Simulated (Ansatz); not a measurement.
Relaxation of CH4F2Ge (8 atoms, charge 0, multiplicity 1), to a largest force component of 0.02 eV/Å in at most 40 steps.

These are results of RKS PBE/def2-SVP (Ansatz 0.2.0), not measurements.

```xyz
8
Properties=species:S:1:pos:R:3
Ge 0.000 0.000 0.000
C 0.000 0.000 1.960
H -1.000 -0.309 2.330
H 0.768 -0.711 2.330
H 0.232 1.020 2.330
F 1.584 0.000 -0.559
F -0.791 1.371 -0.559
H -0.730 -1.265 -0.516
```

Problem. Where does it end, and by what steps?

Solution. The run converged. The force dipped under the threshold on the way, but the program's further checks kept it going. After 12 steps the energy has fallen by 0.232 eV; H3 moved furthest, 0.22 Å.

```csv
step,energy less start (eV),largest force component (eV/Å),accepted
0,0.0000,2.500,yes
1,-0.1782,1.151,yes
2,-0.2294,0.151,yes
3,-0.2304,0.031,yes
4,-0.2307,0.023,yes
5,-0.2312,0.009,yes
6,-0.2230,0.399,no
7,-0.2316,0.039,yes
8,-0.2312,0.131,no
9,-0.2315,0.080,no
10,-0.2318,0.006,yes
11,-0.2320,0.039,yes
12,-0.2321,0.015,yes
```

```xyz
8
Properties=species:S:1:pos:R:3
Ge -0.037 -0.078 0.045
C 0.004 -0.002 1.983
H -1.024 -0.093 2.387
H 0.628 -0.825 2.381
H 0.435 0.968 2.297
F 1.595 0.143 -0.559
F -0.918 1.316 -0.554
H -0.620 -1.324 -0.663
```

Run time: 31 s on 1 thread of Arm Neoverse V2, on a shared host, peak memory 0.12 GiB.
